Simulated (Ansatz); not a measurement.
Kohn–Sham single points on `OC/C=C/[SiH3]`.

```yaml
crystal:
  periodic: [false, false, false]
  atoms:
    - {symbol: O, position_ang: [-2.741168, 0.481627, 0.402230]}
    - {symbol: C, position_ang: [-1.764076, -0.538628, 0.459793]}
    - {symbol: C, position_ang: [-0.505058, -0.150698, -0.244487]}
    - {symbol: C, position_ang: [0.711433, -0.181331, 0.299127]}
    - {symbol: Si, position_ang: [2.252173, 0.308694, -0.615189]}
    - {symbol: H, position_ang: [-2.363543, 1.273737, 0.794491]}
    - {symbol: H, position_ang: [-2.216687, -1.403528, -0.035147]}
    - {symbol: H, position_ang: [-1.540903, -0.829000, 1.495255]}
    - {symbol: H, position_ang: [-0.641298, 0.190162, -1.270669]}
    - {symbol: H, position_ang: [0.794383, -0.520949, 1.332527]}
    - {symbol: H, position_ang: [2.955479, 1.414317, 0.090975]}
    - {symbol: H, position_ang: [3.199091, -0.835497, -0.710906]}
    - {symbol: H, position_ang: [1.880674, 0.756393, -1.983200]}
basis:
  gaussian: {orbitals: def2-TZVPP}
hamiltonian: {xc: {name: B2PLYP}}
```

```sh
$ ansatz run in.yaml --threads 4 --pin off --events-out ev --progress --plain --max-ram 10444MiB
```

Output, abridged:

```
Functional definition: B2PLYP
1635 factors; integrals over basis functions are off by at most 9.7e-4 eV
mean field evaluation 1: about -13146.7739 eV, gradient 5.0e1 eV
mean field evaluation 2: about -13146.9362 eV, gradient 5.0e1 eV
mean field evaluation 4: about -13152.1658 eV, gradient 4.6e0 eV
mean field evaluation 8: about -13152.2115 eV, gradient 3.7e-1 eV
mean field evaluation 16: about -13152.2118 eV, gradient 1.3e-4 eV
mean field -13152.21175258 eV, -483.3348670179 hartree, gradient 9.1e-6 eV, S^2 0.000000; 0 other end points of the search recorded, 0 dependent functions left out
9 core orbitals not correlated: weight in the atoms' cores, before any rotation towards them, 1.000 or more for the frozen orbitals, at most 0.000 for the correlated occupied ones
reference -13152.21194605 eV, -483.3348741280 hartree; 15, 15 occupied and 254, 254 virtual orbitals, 1635 factors
second order -28.45158389 eV of doubles, -0.00000000 eV of singles
Total energy: -13159.89387370 eV, -483.6171797621 hartree
```

It took 6 s on 4 threads of an Arm Neoverse V1 on a shared host, with 0.76 GiB of host memory at the peak.

With the line `hamiltonian: {xc: {name: r2SCAN0}, dispersion: d4}` (abridged; 5.5 s):

```
Functional definition: r2SCAN0
mean field evaluation 16: about -13163.0470 eV, gradient 6.8e-5 eV
mean field -13163.04697660 eV, -483.7330541565 hartree, gradient 8.2e-6 eV, S^2 0.000000
Total energy: -13163.11985619 eV, -483.7357324319 hartree
```

The same input with `hamiltonian: {xc: pbe, dispersion: d4}` and forces (abridged; 2.8 s):

```
Functional definition: PBE
mean field evaluation 16: about -13156.7105 eV, gradient 1.2e-2 eV
mean field -13156.71047537 eV, -483.5001920313 hartree, gradient 6.8e-6 eV, S^2 0.000000
Total energy: -13156.95521988 eV, -483.5091862262 hartree
Atom 0 force    -0.620152     0.021524    -0.218108 eV/Å
Atom 1 force     0.234913    -0.148345    -0.003032 eV/Å
Atom 2 force    -0.328490    -0.042428    -0.125541 eV/Å
Atom 3 force     0.418519     0.035079     0.089868 eV/Å
Atom 4 force     0.001021    -0.000164     0.022356 eV/Å
Atom 5 force     0.188675     0.390319     0.187883 eV/Å
Atom 6 force    -0.109778    -0.196431    -0.102276 eV/Å
Atom 7 force     0.064865    -0.101925     0.237842 eV/Å
Atom 8 force    -0.041486     0.071555    -0.219703 eV/Å
Atom 9 force     0.029427    -0.075902     0.220162 eV/Å
Atom 10 force     0.085411     0.113387     0.066523 eV/Å
Atom 11 force     0.107182    -0.111958    -0.014204 eV/Å
Atom 12 force    -0.030106     0.045290    -0.141770 eV/Å
Dipole moment:     0.101021     0.004996     0.168532 e Å
```

Changing it to `hamiltonian: {xc: {name: LC-wPBE}}` (abridged; 2.9 s):

```
Functional definition: LC-wPBE
mean field evaluation 16: about -13161.7494 eV, gradient 1.3e-4 eV
mean field -13161.74935021 eV, -483.6853672662 hartree, gradient 3.2e-5 eV, S^2 0.000000
Total energy: -13161.74935022 eV, -483.6853672665 hartree
```

With the line `hamiltonian: {xc: {name: CAM-B3LYP}, dispersion: d4}` (abridged; 3.8 s):

```
Functional definition: CAM-B3LYP
mean field evaluation 16: about -13165.2179 eV, gradient 2.5e-4 eV
mean field -13165.21793747 eV, -483.8128354967 hartree, gradient 5.7e-5 eV, S^2 0.000000
Total energy: -13165.42529868 eV, -483.8204558809 hartree
```

With the line `hamiltonian: {xc: {name: B97M-V}}` (abridged; 11 s):

```
Functional definition: B97M-V
mean field evaluation 16: about -13164.9930 eV, gradient 4.6e-4 eV
mean field -13164.99304067 eV, -483.8045706920 hartree, gradient 6.1e-5 eV, S^2 0.000000
Total energy: -13164.99311072 eV, -483.8045732663 hartree
```
